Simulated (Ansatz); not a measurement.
Ansatz (a program for electronic structure) input (B2PLYP/def2-TZVPD):

Ansatz 0.2 input:
```yaml
crystal:
  periodic: [false, false, false]
  atoms:
    - {symbol: I, position_ang: [-0.00000000, -0.00000000, -1.30342046]}
    - {symbol: I, position_ang: [0.00000000, 0.00000000, 1.30342046]}
basis:
  gaussian:
    orbitals: def2-TZVPD
hamiltonian:
  xc: {name: B2PLYP}
total_charge: 2
magnetization: {spin_polarized: true, initial_magnetization: 2}
correlation: {electrons: outside_noble_gas}
```

End of the output:

```
integrals: 0.11 GiB planned
1062 factors; integrals over basis functions are off by at most 7.1e-4 eV
mean field: 0.77 GiB planned
mean field evaluation 1: about -16159.4543 eV, gradient 1.6e1 eV
mean field evaluation 2: about -16159.5933 eV, gradient 1.5e1 eV
mean field evaluation 4: about -16160.2960 eV, gradient 1.4e0 eV
mean field evaluation 8: about -16160.3064 eV, gradient 1.1e-2 eV
mean field evaluation 16: about -16160.3065 eV, gradient 1.7e-5 eV
mean field evaluation 32: about -16160.3076 eV, gradient 2.2e-5 eV
mean field -16160.30761834 eV, -593.8803511242 hartree, gradient 2.7e-6 eV, S^2 2.015907; 4 other end points of the search recorded, 0 dependent functions left out
18 core orbitals not correlated
reference -16160.30774332 eV, -593.8803557170 hartree; 7, 5 occupied and 93, 95 virtual orbitals, 1062 factors
second order -8.87836954 eV of doubles, -0.00000000 eV of singles
Total energy: -16162.70490310 eV, -593.9684497139 hartree
```

This state (charge 2, triplet) is run at the relaxed geometry of the species with charge 1 and multiplicity 2.
